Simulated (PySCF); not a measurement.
# Computed data sheet: `[CH2]1CC[C@H](CC=C)[AlH]1`

Species: C7H13Al.
Structure used (PBE0-D3(BJ)/def2-SVP), in Å, numbered top down from 1:
```
atom  x, y, z in Å
C1     0.9296    1.7824   -1.4686
C2     1.3048    0.6269   -0.8851
C3     0.7659   -0.7239   -1.2752
C4    -0.6166   -0.9320   -0.6072
C5    -0.5323   -1.5707    0.7884
C6    -0.0134   -0.5970    1.8608
C7    -0.7642    0.7440    1.8072
Al8   -1.1385    0.9454   -0.1234
H9     1.2811    2.7500   -1.1000
H10    0.3144    1.7907   -2.3759
H11    1.9593    0.6827   -0.0065
H12    1.4845   -1.5168   -0.9992
H13    0.6486   -0.7532   -2.3703
H14   -1.2494   -1.5447   -1.2659
H15    0.0859   -2.4894    0.7799
H16   -1.5491   -1.8930    1.0798
H17   -0.0731   -1.0740    2.8551
H18    1.0648   -0.4218    1.6918
H19   -1.7437    0.6459    2.3155
H20   -0.2319    1.5496    2.3370
H21   -2.0189    2.0448   -0.8739
```

From PBE0-D3(BJ)/def2-SVP geometry optimisation, gas phase (PySCF):

- Point group: C1
- Rotational constants A, B, C: 2.416, 1.623, 1.331 GHz

B3LYP/def2-SVPD ground state, ΔSCF and vertical TDDFT (core frozen in the response) (PySCF):

- Dipole moment: 1.70 D
- HOMO energy: -6.31 eV
- LUMO energy: -1.20 eV
- HOMO–LUMO gap: 5.11 eV
- Lowest singlet excitation: 4.14 eV (299 nm, f = 0.001)
- Strongest line among the 10 lowest singlet transitions: S7 at 6.27 eV (198 nm, f = 0.038)
- Lowest triplet excitation (Tamm–Dancoff): 4.02 eV
- Static isotropic polarisability: 108.8 au
- Vertical ionisation energy: 8.26 eV
- Electronic spatial extent ⟨r²⟩ about the centre of nuclear charge: 1102 bohr²

**PBE0/pcSseg-1 ground state and GIAO shieldings, non-relativistic (PySCF)**

- Lowest Hirshfeld atomic charge: -0.23 e on C7
- Highest Hirshfeld atomic charge: +0.42 e on Al8
- 13C chemical shifts (computed TMS as zero) by class: 163.5 (C2), 119.3 (C1), 41.9 (C5), 40.4 (C3), 30.1 (C6), 18.1 (C4), 6.9 (C7) ppm
- 1H chemical shifts (computed TMS as zero) by class: 7.15 (H11), 5.82 (H10), 5.25 (H9), 4.86 (H21), 2.68 (H13), 2.17 (H17), 1.91 (H12), 1.78 (H15), 1.34 (H16), 1.14 (H18), 0.88 (H14), 0.20 (H20), -0.29 (H19) ppm
- Isotropic shieldings of nuclei other than C and H, by class: 355 (Al8) ppm
- Mayer bond orders between heavy atoms: C1–C2 1.80, C2–C3 1.01, C3–C4 0.97, C4–C5 1.01, C5–C6 1.02, C6–C7 1.02, C7–Al8 0.85, Al8–C4 0.78

Monoisotopic mass (most abundant isotopes): 124.0833 u.

The vertical singlet–triplet gap S1 − T1 is 0.12 eV (TDDFT singlet less Tamm–Dancoff triplet; S1: HOMO→LUMO, weight 0.99; T1: HOMO→LUMO, weight 0.95). With B = h/(8π²I), that is 505.379 GHz u Å² over I, the principal moments of inertia are 209.2, 311.3 and 379.7 u Å² (most abundant isotopes); the inertial defect Ic − Ia − Ib is -140.8 u Å² (zero for a rigid planar frame, negative otherwise). S1 lies 0.97 eV below the HOMO–LUMO gap; its leading configuration is HOMO→LUMO, weight 0.99. The largest Löwdin shares of the HOMO are 0.32 on C4, 0.19 on C7, 0.18 on Al8 and 0.06 on C3. No computed singlet falls in the visible range (750 to 380 nm, 1.65 to 3.26 eV); S1 lies 0.88 eV above its blue end.

For the TDDFT job (B3LYP/def2-SVPD), on one thread of an Arm Neoverse V2, no GPU, shared host with 48 logical CPUs at a one-minute load of 27, this took 4.4 min of wall time and 1.1 GiB of memory at its peak.

One conformer stands for the species.
